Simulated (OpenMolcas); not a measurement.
# How methods differ on GaH2O2 (SMILES [OH][Ga][OH])

GaH2O2 has 5 atoms, charge 0, and is taken as a doublet. SMILES: `[OH][Ga][OH]`. Geometry: relaxed at PBE0-D4/def2-TZVP. This is one conformer, not always the lowest.

Each level gives the electronic atomisation energy (eV). The values are calculated. Electronic energies at fixed atoms, without zero-point motion or spin-orbit coupling.

```json
{"level": "USVWN5/def2-SVPD", "kind": "LDA", "program": "OpenMolcas", "value (eV)": "19.70", "CPU time (all runs)": "23 s"}
{"level": "UBLYP/def2-SVPD", "kind": "GGA", "program": "OpenMolcas", "value (eV)": "16.44", "CPU time (all runs)": "44 s"}
{"level": "UPBE/def2-SVPD", "kind": "GGA", "program": "OpenMolcas", "value (eV)": "16.92", "CPU time (all runs)": "31 s"}
{"level": "UM06-L/def2-SVPD", "kind": "meta-GGA", "program": "OpenMolcas", "value (eV)": "16.27", "CPU time (all runs)": "46 s"}
{"level": "UTPSS/def2-SVPD", "kind": "meta-GGA", "program": "OpenMolcas", "value (eV)": "16.43", "CPU time (all runs)": "52 s"}
{"level": "UB3LYP/def2-SVPD", "kind": "global hybrid", "program": "OpenMolcas", "value (eV)": "16.24", "CPU time (all runs)": "37 s"}
{"level": "UM06-2X/def2-SVPD", "kind": "hybrid meta-GGA", "program": "OpenMolcas", "value (eV)": "16.57", "CPU time (all runs)": "38 s"}
{"level": "UPBE0/def2-SVPD", "kind": "global hybrid", "program": "OpenMolcas", "value (eV)": "16.26", "CPU time (all runs)": "32 s"}
```

All-electron rows without a relativistic Hamiltonian named are non-relativistic. The values span 16.24 to 19.70 eV. Times are those of the runs behind each value, whatever else they computed, on shared processors of several kinds: orders of magnitude only.
